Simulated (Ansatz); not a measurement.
FH5HfN2O (`[NH2][Hf]([NH2])([OH])[F]`), 10 atoms. The species carries charge 0 and has multiplicity 1. Correlated methods include outer-core shells of Hf, which these sets cover unevenly. Hf: def2 effective core potential. All runs use 4 threads of an Arm Neoverse V2 on a shared host. Correlated methods freeze the cores.

Give the basis size and wall time and peak host memory of each of these runs in Ansatz. RKS PBE0-D4/def2-SVP energy; RHF-MP2/def2-QZVPP energy; RHF-CCSD(T)/def2-TZVPP energy; RKS PBE0-D4/def2-TZVP relaxation (24 steps); RKS r2SCANh-D4/def2-TZVPP energy; RKS ωB97X-V/def2-TZVPP energy; RKS PBE0-D4/def2-TZVP frequencies; RKS ωB97M-V/def2-SVP energy; RKS HSE06 (plane-wave form)-D4/def2-TZVPP energy; direct RPA on PBE orbitals/def2-TZVPP energy; RKS r2SCAN0-D4/def2-TZVPP energy; RKS PBE0-D4/def2-QZVPP energy. (Best estimate.)

Ansatz gave: Other jobs shared the machine, so times are rough.

```tsv
level	job	functions	wall time	peak host memory (GiB)
RKS PBE0-D4/def2-SVP	energy	113	1.1 s	0.48
RKS HSE06 (plane-wave form)-D4/def2-TZVPP	energy	250	2.5 s	0.6
RKS r2SCANh-D4/def2-TZVPP	energy	250	4.2 s	0.59
RKS r2SCAN0-D4/def2-TZVPP	energy	250	4.2 s	0.6
RKS ωB97M-V/def2-SVP	energy	113	4.7 s	0.48
RKS PBE0-D4/def2-QZVPP	energy	459	5.5 s	1.4
direct RPA on PBE orbitals/def2-TZVPP	energy	250	5.5 s	0.66
RKS ωB97X-V/def2-TZVPP	energy	250	7.5 s	0.72
RHF-MP2/def2-QZVPP	energy	459	13 s	2.4
RKS PBE0-D4/def2-TZVP	relaxation (24 steps)	194	58 s	0.48
RKS PBE0-D4/def2-TZVP	frequencies	194	100 s	0.48
RHF-CCSD(T)/def2-TZVPP	energy	250	3.8 min	6.4
```
